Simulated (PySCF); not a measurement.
Species: C7H10O (charge -1 and doublet state).
Geometry (GFN2-xTB, Å), atoms numbered from 1 in this order:
```
atom  x, y, z in Å
O1     0.644    2.179    0.912
C2    -0.186    1.063    0.688
C3     0.488   -0.284    0.997
C4     1.603   -0.247   -0.014
C5     1.034    0.409   -1.181
C6    -0.387    0.727   -0.799
C7    -1.234   -0.571   -0.681
C8    -0.631   -1.267    0.553
H9     1.429    1.922    0.386
H10   -1.116    1.246    1.243
H11    0.782   -0.439    2.044
H12    2.263   -1.116   -0.097
H13    1.239    0.066   -2.200
H14   -0.893    1.498   -1.398
H15   -1.143   -1.180   -1.585
H16   -2.298   -0.348   -0.529
H17   -0.215   -2.248    0.312
H18   -1.387   -1.403    1.338
```

The hyperfine couplings belong to this conformer and change with its torsions.

The species is `O[C@@H]1[C@@H]2[CH-][CH][C@H]1CC2` [radical] (charge -1).

The calculation used PySCF 2.14.0, UKS B3LYP, pcH-1 on C H O, non-relativistic, mean-field spin-orbit, GIAO. Whether the extra electron is bound in the gas phase wasn't checked; a finite basis holds it in any case. A GFN2-xTB geometry isn't a minimum of the functional, and hyperfine couplings can be far from their values at a DFT geometry, by a factor of two or more for some ions and for spin on atoms past the first row. The SCF solution wasn't tested for stability.

Where do the isotropic ENDOR lines of C4/C5, C7/C8, C3/C6, C2, H16/H18, H10, H12/H13, H11/H14, H15/H17 and H9 fall at 341.8 mT, to first order?

For S = 1/2 in fast tumbling each set of equivalent nuclei gives two lines, ν± = |νn ± a/2| to first order, with νn = g_N μN B/h and μN/h = 7.62259 MHz/T.

| nuclei | isotope | g_N | νn (MHz) | a_iso (MHz) | lower line (MHz) | upper line (MHz) |
| --- | --- | --- | --- | --- | --- | --- |
| C4/C5 | 13C | 1.4048 | 3.66 | 140.07 | 66.37 | 73.69 |
| C7/C8 | 13C | 1.4048 | 3.66 | 50.29 | 21.48 | 28.80 |
| C3/C6 | 13C | 1.4048 | 3.66 | -2.54 | 2.39 | 4.93 |
| C2 | 13C | 1.4048 | 3.66 | 2.32 | 2.50 | 4.82 |
| H16/H18 | 1H | 5.5857 | 14.55 | 12.96 | 8.07 | 21.03 |
| H10 | 1H | 5.5857 | 14.55 | -3.08 | 13.01 | 16.09 |
| H12/H13 | 1H | 5.5857 | 14.55 | 2.33 | 13.39 | 15.72 |
| H11/H14 | 1H | 5.5857 | 14.55 | 1.54 | 13.78 | 15.32 |
| H15/H17 | 1H | 5.5857 | 14.55 | -0.97 | 14.07 | 15.04 |
| H9 | 1H | 5.5857 | 14.55 | 0.93 | 14.09 | 15.02 |

The rows for 13C, of low natural abundance, apply to labelled samples.

Which pairs are centred on the nuclear Larmor frequency, and which on half the coupling?

Centred on νn, since |a| < 2νn: C3/C6, C2, H16/H18, H10, H12/H13, H11/H14, H15/H17 and H9. Centred on |a|/2 and split by 2νn: C4/C5 and C7/C8.

At what field would the lower line of C2 fall to zero frequency?

Where νn = |a|/2, that is B = 1.16 MHz/(1.4048 × 7.62259 MHz/T) = 108 mT, as far as first order holds there.

Means are taken over nuclei equivalent by connectivity, which assumes that they swap fast.
